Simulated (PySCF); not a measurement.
Molecule: `C1C[SiH2]CCO1`, C₄H₁₀OSi.

Atom-mapped SMILES (the numbers label the heavy atoms): `[CH2:1]1[CH2:2][SiH2:3][CH2:4][CH2:5][O:6]1` (H(Xn): hydrogen on atom n).

Geometry PBE0-D3(BJ)/def2-SVP throughout; GIAO in PySCF, gas phase, one conformer, non-relativistic; equivalent atoms averaged; functional PBE0.

Question: How do the shifts δ (against TMS, H2O at the same level) depend on the basis set? (ppm; last column core-seconds on shared hosts with different chips, so compare them loosely)

Answer: 
```
    basis set  functions  C1/C5  C2/C4    Si3     O6  H(C1)/H(C5)  H(Si3)  H(C2)/H(C4)  core-s
       STO-3G         44   54.7    9.1  -45.4  -16.7         1.83    1.80         0.39     6.6
        6-31G         78   61.1    7.9  -36.0   29.1         3.85    3.85         1.04      13
     pcSseg-0         78   66.4    4.9  -80.4   26.5         3.67    4.27         0.81     5.2
       6-31G*        108   60.9    7.8  -31.0   29.2         3.74    4.40         0.95      20
     def2-SVP        138   60.6    6.5  -54.9   40.5         3.46    4.14         0.85      23
      cc-pVDZ        138   62.5    8.7  -47.6   49.7         3.60    4.08         0.98      12
     pcSseg-1        159   65.5    8.1  -51.0   47.2         3.69    4.14         1.00      34
6-311+G(2d,p)        230   64.6    8.9  -51.2   43.7         3.79    4.40         1.14      53
  aug-cc-pVDZ        232   62.8    8.6  -47.2   44.4         3.85    4.28         1.21      25
    def2-TZVP        252   65.9    8.8  -51.8   47.3         3.76    4.42         1.12      61
     IGLO-III        319   67.2    9.0  -52.1   44.7         3.82    4.33         1.16      39
      cc-pVTZ        324   65.5    8.4  -47.9   48.8         3.75    4.18         1.12      43
```

Question: Which nucleus moves most, in ppm?

Answer: O6 (ether oxygen): from -16.7 ppm with STO-3G to 49.7 ppm with cc-pVDZ. The smallest spread is 0.82 ppm, at H(C2)/H(C4). Proton shifts span only some 12 ppm, so a few tenths of a ppm matter as much there as several ppm in carbon.

Question: Taking the largest basis, cc-pVTZ (324 functions), as the yardstick, rank the others by their worst heavy-atom deviation.

Answer: cc-pVDZ 2.9 ppm (138 functions), pcSseg-1 3.1 ppm (159 functions), def2-TZVP 3.9 ppm (252 functions), IGLO-III 4.2 ppm (319 functions), aug-cc-pVDZ 4.4 ppm (232 functions), 6-311+G(2d,p) 5.1 ppm (230 functions), def2-SVP 8.3 ppm (138 functions), 6-31G* 19.6 ppm (108 functions), 6-31G 19.7 ppm (78 functions), pcSseg-0 32.4 ppm (78 functions), STO-3G 65.5 ppm (44 functions).

A small basis that lands close on one nucleus may do so by chance; judge by the trend and by all nuclei.
